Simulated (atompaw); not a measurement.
**Which change was made? (B, PAW (atompaw))**

boron (B), PAW, made with atompaw 4.2.0.5 (PBE, non-relativistic). Core [He], reference 2s2 2p1. Waves: 2s (bound): rc 1.35 bohr; 2s channel at 2.5 Ry: rc 1.35 bohr; 2p (bound): rc 3.00 bohr; 2p channel at 4.8 Ry: rc 3.00 bohr. Local part: troulliermartins scheme with l = 2 at -0.5 Ry, radius 2.95 bohr. Core correction: smooth core density matched at 2.55 bohr. Augmentation charge: besselshape compensation charge, radius 2.55 bohr; PAW radius 3.00 bohr; waves and projectors: custom rrkj vanderbiltortho.

Cutoffs, loose and tight: the cutoffs (Ry, on a coarse ladder) from which the occupation-weighted sum of valence levels, in a spherical-Bessel basis at the reference potential, stays within 10 and 1 mRy of its value at 400 Ry. They see the waves, projectors and local potential, not the compensation charge or the core.

The base gives: outcome: generated; cutoff, loose: 12 Ry; cutoff, tight: 18 Ry; bound ghosts: none.

**Question.** After one change the result is: outcome: failed: atompaw: The overlap operator has at least one negative eigenvalue!. Which change was it?
A. all radii scaled by about 1.14 (s 1.54, p 3.42 bohr); local potential troulliermartins scheme with l = 2 at -0.5 Ry, radius 3.36 bohr; augmentation besselshape compensation charge, radius 2.92 bohr; PAW radius 3.42 bohr; waves and projectors: custom rrkj vanderbiltortho; core correction smooth core density matched at 2.92 bohr
B. all radii scaled by about 0.89 (s 1.20, p 2.66 bohr); local potential troulliermartins scheme with l = 2 at -0.5 Ry, radius 2.62 bohr; augmentation besselshape compensation charge, radius 2.26 bohr; PAW radius 2.66 bohr; waves and projectors: custom rrkj vanderbiltortho; core correction smooth core density matched at 2.26 bohr
C. all radii scaled by about 0.74 (s 1.00, p 2.20 bohr); local potential troulliermartins scheme with l = 2 at -0.5 Ry, radius 2.18 bohr; augmentation besselshape compensation charge, radius 1.88 bohr; PAW radius 2.20 bohr; waves and projectors: custom rrkj vanderbiltortho; core correction smooth core density matched at 1.88 bohr

**Answer.** C. The others give: all radii scaled by about 0.89 (s 1.20, p 2.66 bohr); local potential troulliermartins scheme with l = 2 at -0.5 Ry, radius 2.62 bohr; augmentation besselshape compensation charge, radius 2.26 bohr; PAW radius 2.66 bohr; waves and projectors: custom rrkj vanderbiltortho; core correction smooth core density matched at 2.26 bohr → outcome: generated; cutoff, loose: 18 Ry; cutoff, tight: 30 Ry; bound ghosts: none | all radii scaled by about 1.14 (s 1.54, p 3.42 bohr); local potential troulliermartins scheme with l = 2 at -0.5 Ry, radius 3.36 bohr; augmentation besselshape compensation charge, radius 2.92 bohr; PAW radius 3.42 bohr; waves and projectors: custom rrkj vanderbiltortho; core correction smooth core density matched at 2.92 bohr → outcome: generated; cutoff, loose: 6 Ry; cutoff, tight: 10 Ry; bound ghosts: none.
